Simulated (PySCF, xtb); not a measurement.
H₂Se, SMILES [SeH2].

xtb 6.7.1 with GFN2-xTB at its own geometry gives an orbital gap of 4.37 eV and a dipole moment of 1.50 D.

Geometry: ωB97X-D3(BJ)/def2-TZVPD.

Q: What does PBE0/def2-TZVPD in PySCF give? (The exact figures need the calculation; the answer reports its results.)

A: gap 6.99 eV (levels -7.14 and -0.15 eV), dipole 0.73 D.
